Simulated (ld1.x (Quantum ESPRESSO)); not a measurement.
## An all-electron radial function and its pseudo partner (tin)

Columns: radius, all-electron u(r) and pseudo u(r) of the 5p shell (level -3.87 eV) of tin in the configuration [Kr] 4d10 5s2 5p2; LDA (PZ), scalar-relativistic, ultrasoft scheme, ld1.x (Quantum ESPRESSO) 7.5.

| r (bohr) | all-electron | pseudo |
| --- | --- | --- |
| 0.113 | 0.0371 | -0.0023 |
| 0.225 | -0.1588 | -0.0090 |
| 0.338 | -0.0864 | -0.0204 |
| 0.450 | 0.0856 | -0.0363 |
| 0.563 | 0.2144 | -0.0571 |
| 0.675 | 0.2593 | -0.0824 |
| 0.788 | 0.2335 | -0.1126 |
| 0.900 | 0.1626 | -0.1467 |
| 1.013 | 0.0678 | -0.1852 |
| 1.125 | -0.0336 | -0.2266 |
| 1.238 | -0.1337 | -0.2709 |
| 1.350 | -0.2252 | -0.3163 |
| 1.463 | -0.3070 | -0.3624 |
| 1.575 | -0.3769 | -0.4073 |
| 1.688 | -0.4361 | -0.4503 |
| 1.800 | -0.4842 | -0.4894 |
| 1.913 | -0.5230 | -0.5241 |
| 2.025 | -0.5527 | -0.5527 |
| 2.138 | -0.5749 | -0.5749 |
| 2.250 | -0.5903 | -0.5903 |
| 2.363 | -0.5999 | -0.5999 |
| 2.475 | -0.6045 | -0.6045 |
| 2.588 | -0.6048 | -0.6048 |
| 2.700 | -0.6015 | -0.6015 |
| 2.813 | -0.5951 | -0.5951 |
| 2.925 | -0.5863 | -0.5863 |

(1) How many radial nodes do the two functions have?

(2) At about which radius was the pseudo-wave matched?

(3) Is the pseudo-wave norm-conserving?

## Answers

(1) The all-electron 5p function has n − l − 1 = 3; the pseudo-wave has 0, since the states of the same l below it are removed with the core.

(2) 2.10 bohr, where the columns begin to agree (steps of 0.11 bohr).

(3) No, it belongs to an ultrasoft set: the norm inside the radius is not constrained, and the difference is carried by the augmentation charge.
